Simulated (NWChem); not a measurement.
GaHBrF; SMILES [F][GaH][Br]

```xyz
4

Ga    -0.3602    -0.9114     0.0000
H     -1.7754    -1.5362     0.0000
F      1.0492    -1.9434     0.0000
Br     0.1137     1.3083     0.0000
```
Atoms are numbered in this order, from 1.

Results from NWChem. Pople sets run with spherical d functions. Coordinates come from a PBE0/def2-SVP optimisation. GIAO values for the isolated, static molecule; σ is the absolute isotropic shielding, δ = σ(reference) − σ with the isolated reference molecule computed at the same levels (19F: trichlorofluoromethane, 1H: tetramethylsilane). Spin-orbit effects, on the heavy nuclei and on their neighbours, are missing.

```json
[
 {"level": "BHandHLYP/pcSseg-1", "σ Ga1 (ppm)": "(withheld)", "δ H2 (ppm)": "(withheld)", "δ F3 (ppm)": "(withheld)", "σ Br4 (ppm)": "(withheld)"},
 {"level": "B3LYP/6-31G*", "σ Ga1 (ppm)": "1626.9", "δ H2 (ppm)": "6.84", "δ F3 (ppm)": "-39.8", "σ Br4 (ppm)": "2536.1"},
 {"level": "B3LYP/6-311G**", "σ Ga1 (ppm)": "1389.8", "δ H2 (ppm)": "6.44", "δ F3 (ppm)": "-73.9", "σ Br4 (ppm)": "2437.9"},
 {"level": "KT2/pcSseg-1", "σ Ga1 (ppm)": "1387.8", "δ H2 (ppm)": "6.24", "δ F3 (ppm)": "-85.9", "σ Br4 (ppm)": "2399.6"}
]
```

Fill in the missing entries.


- BHandHLYP/pcSseg-1, σ Ga1 (ppm): 1468.7
- BHandHLYP/pcSseg-1, δ H2 (ppm): 5.62
- BHandHLYP/pcSseg-1, δ F3 (ppm): -101.4
- BHandHLYP/pcSseg-1, σ Br4 (ppm): 2570.4
